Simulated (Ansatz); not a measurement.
`C[NH2+][B-](C)(C)O`, 18 atoms. Charge 0, multiplicity 1. All runs use 4 threads of an Arm Neoverse V2 on a shared host. Correlated methods freeze the cores.

Question: How many basis functions does each run have, and how long does it take in Ansatz? RKS ωB97M-V/def2-SVP energy; RKS CAM-B3LYP-D4/def2-TZVPP energy; RKS ωB97M-V/def2-QZVPP energy; RKS PBE0-D4/def2-TZVP relaxation (10 steps); RHF-MP2/def2-TZVPP energy; RKS r2SCAN-D4/def2-TZVPP energy and forces; RHF-CCSD(T)/def2-SVP energy; RKS PBE0-D4/def2-SVP energy; direct RPA on PBE orbitals/def2-TZVPP energy; RKS revPBE-D4/def2-TZVPP energy; RKS PBE0-D4/def2-QZVPP energy; RKS B2PLYP (frozen core)/def2-TZVPP energy. (An estimate is asked.)

Answer: Ansatz gave: Other jobs shared the machine, so times are rough.

| level | job | functions | wall time | peak host memory (GiB) |
| --- | --- | --- | --- | --- |
| RKS PBE0-D4/def2-SVP | energy | 144 | 1.7 s | 0.79 |
| RKS revPBE-D4/def2-TZVPP | energy | 354 | 3.7 s | 0.56 |
| RKS CAM-B3LYP-D4/def2-TZVPP | energy | 354 | 6.5 s | 1.3 |
| RKS ωB97M-V/def2-SVP | energy | 144 | 6.5 s | 0.79 |
| RHF-MP2/def2-TZVPP | energy | 354 | 7 s | 1.3 |
| RKS r2SCAN-D4/def2-TZVPP | energy and forces | 354 | 8 s | 0.6 |
| RKS B2PLYP (frozen core)/def2-TZVPP | energy | 354 | 11 s | 1.4 |
| direct RPA on PBE orbitals/def2-TZVPP | energy | 354 | 12 s | 1.4 |
| RKS PBE0-D4/def2-QZVPP | energy | 702 | 16 s | 3.1 |
| RHF-CCSD(T)/def2-SVP | energy | 144 | 25 s | 1.3 |
| RKS ωB97M-V/def2-QZVPP | energy | 702 | 34 s | 3.9 |
| RKS PBE0-D4/def2-TZVP | relaxation (10 steps) | 258 | 56 s | 0.84 |
